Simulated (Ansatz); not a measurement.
BH4N (SMILES BN), charge 0, multiplicity 1, relaxed at each level with Ansatz (a first-principles code); harmonic frequencies from differences of analytic forces, average atomic masses, frozen cores.

```
mode  PBE/def2-TZVPP (cm⁻¹)  r2SCAN/def2-TZVPP (cm⁻¹)  B3LYP/def2-TZVPP (cm⁻¹)  PBE0/def2-TZVPP (cm⁻¹)  wB97X-V/def2-TZVPP (cm⁻¹)  CCSD(T)/cc-pVTZ (cm⁻¹)
----  ---------------------  ------------------------  -----------------------  ----------------------  -------------------------  ----------------------
1                       607                       613                      626                     624                        621                       …
2                       722                       746                      750                     742                        746                     741
3                       848                       868                      857                     860                        854                     863
4                       973                      1011                     1020                    1011                       1026                    1017
5                      1102                      1139                     1141                    1135                       1141                       …
6                      1122                      1157                     1159                    1154                       1159                    1164
7                      1332                      1363                     1366                    1373                       1373                    1375
8                      1595                      1644                     1649                    1645                       1652                    1650
9                      2522                      2569                     2580                    2576                       2582                    2586
10                     2605                      2652                     2657                    2658                       2662                       …
11                     3506                      3588                     3587                    3625                       3630                    3609
12                     3598                      3683                     3676                    3722                       3724                    3710
```

Question: Modes are in rising order at each level. Complete the blanks.

Answer: 
- 5, CCSD(T)/cc-pVTZ (cm⁻¹): 1144
- 1, CCSD(T)/cc-pVTZ (cm⁻¹): 609
- 10, CCSD(T)/cc-pVTZ (cm⁻¹): 2666
